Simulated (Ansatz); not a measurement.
**Ligand exchange: C3H6 + GaH2I → C2H3I + GaH2(CH3)**

Species: C3H6 (propene) `C=CC`, singlet; GaH2I `[GaH2][I]`, singlet; C2H3I `C=CI`, singlet; GaH2(CH3), singlet. The partners trade CH3 for I: C–CH3 and Ga–I bonds give way to C–I and Ga–CH3.

Shapes, held fixed at every level: PBE0-D4/def2-TZVP. Programs: Ansatz 0.2.0. Electronic energies: no zero-point or thermal term.

```
               level                   kind  ΔE (kJ/mol)  less CCSD(T)/def2-TZVPP  CPU time (sum over the molecules)
    SPW92/def2-TZVPP                    LDA       +164.1                     +2.4                              8.5 s
   PBE-D4/def2-TZVPP                    GGA       +160.4                     -1.3                               13 s
r2SCAN-D4/def2-TZVPP               meta-GGA       +167.9                     +6.2                               23 s
  PBE0-D4/def2-TZVPP          global hybrid       +170.4                     +8.7                               13 s
       CCSD/def2-SVP  coupled cluster or CI       +188.5                    +26.8                                  –
     CCSD/def2-TZVPP  coupled cluster or CI       +166.0                     +4.3                                  –
  CCSD(T)/def2-TZVPP  coupled cluster or CI       +161.7                      0.0                            2.8 min
```

The highest level, CCSD(T)/def2-TZVPP, gives ΔE = +161.7 kJ/mol; the levels span +160.4 to +188.5. The column of differences is taken from that level and isn't an error. No measured value is set beside it here. For atoms past krypton def2 sets carry core potentials with scalar relativity. Relativity is left out for Ga. Outer-core shells of Ga, I are correlated, in sets that cover them unevenly. Times are processor times on shared x86 and Arm servers, and rough.
